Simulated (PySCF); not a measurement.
Stepwise substitution at one centre (Ge Cl-OH). Isolated molecules, 0 K electronic values unless said otherwise. One relaxed conformer stands for each flexible species; it need not be the lowest. Strings in code marks are SMILES.

These are PBE-D3(BJ)/def2-TZVP (PySCF 2.14.0) values and carry that method's errors. All candidates: neutral, multiplicity 1. Excitations are Tamm–Dancoff values on a coarser integration grid. The basis has no diffuse functions, so Rydberg states are missing or too high.

```
Item                    Value
-------------------  --------
S1 excitation (TDA)   6.08 eV
HOMO                 -7.43 eV
LUMO                 -1.51 eV
```

Q: Say which member has these values.
(A) `[OH][Ge]([OH])([OH])[OH]`
(B) `[Cl][Ge]([Cl])([Cl])[Cl]`
(C) `[OH][Ge]([Cl])([Cl])[Cl]`
(D) `[OH][Ge]([OH])([OH])[Cl]`

A: A, `[OH][Ge]([OH])([OH])[OH]`. The others give `[OH][Ge]([OH])([OH])[Cl]`: 5.95 eV, -7.73 eV, -1.95 eV; `[Cl][Ge]([Cl])([Cl])[Cl]`: 4.88 eV, -8.21 eV, -3.48 eV; `[OH][Ge]([Cl])([Cl])[Cl]`: 5.15 eV, -7.99 eV, -2.98 eV
